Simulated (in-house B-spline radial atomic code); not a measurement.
Ag is squeezed into an impenetrable sphere of radius R (the orbitals vanish at R). Caution: exact exchange at fractional occupations of open shells leaves self-interaction of up to several eV. Level of theory: non-relativistic PBE0, spin-polarised, spherical fractional occupations, point nucleus; calculated with a B-spline radial code for spherical atoms.

Energies in eV above the free atom in [Kr] 4d10 5s1:

```tsv
R (bohr)	highest level (eV)	[Kr] 4d10 5s1	[Kr] 4d10 4f1	[Kr] 4d9 4f1 5s1	-dE/dV in [Kr] 4d10 5s1 (GPa)
7.32	-4.57	0.1803	13.48	20.93	0.298
5.8	-3.7	0.895	18.72	25.93	2.51
4.69	-1.44	3.237	26.14	33.75	15.7
4.06	1.81	7.341	33.64	42.41	52.5
3.88	3.3	9.432	36.65	46.06	76.4
3.09	16.7	31.89	60.97	77.1	486
2.44	51	106.9	126.1	162.1	3190
2.28	67.9	150.1	162.1	208.4	5430
1.96	124	315.9	299.9	381	17500
1.21	665	2765	2415	2832	553000
```

Does [Kr] 4d10 4f1 fall below [Kr] 4d10 5s1 under compression?

Yes, between R = 2.28 and 1.96 bohr the order changes (near 2.14 bohr by linear interpolation).

Does [Kr] 4d9 4f1 5s1 fall below [Kr] 4d10 5s1 under compression?

No, it stays above over the whole range.

The highest level is first positive in the row R = 4.06 bohr, pushed up by confinement above the zero of the free ion's potential. Each configuration is held fixed and needn't be the lowest in the sphere.
